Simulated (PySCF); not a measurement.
Species: C3H8NSi2 (charge -1).
InChI=1S/C3H8NSi2/c1-2-3-6-4-5/h6H2,1,5H3/q-1

Torsions of this conformer, `[CH3:1][C:2]#[C:3][SiH2:4][N-:5][SiH3:6]`: C3–Si4–N5–Si6 -51°.

The closed-shell ground state was solved at several levels (PySCF, density fitting, gas phase, non-relativistic). Isolated species at its PBE0-D3(BJ)/def2-SVP geometry (one conformer only). The geometry's basis has no diffuse functions, a weakness for an anion. No diffuse functions stand in pcSseg-1 and pcSseg-2, which bears on an anion's orbital energies.

```csv
level,basis functions,HOMO (eV),LUMO (eV),gap (eV)
PBE0/def2-SVPD,192,-1.67,3.35,5.02
HF/pcSseg-2,342,-4.63,5.13,9.76
```

Question: What might PBE0/pcSseg-1 (156 basis functions) give for the same quantities?

Answer: HOMO -1.61 eV, LUMO 4.34 eV, gap 5.95 eV.

Question: Over all these levels, which gives the widest orbital gap and which the narrowest?

Answer: HF/pcSseg-2 (Hartree–Fock, all exact exchange) has the widest, 9.76 eV, and PBE0/def2-SVPD (global hybrid, 25 % exact exchange) the narrowest, 5.02 eV. Functional and basis both differ between the two, so the spread mixes both effects.
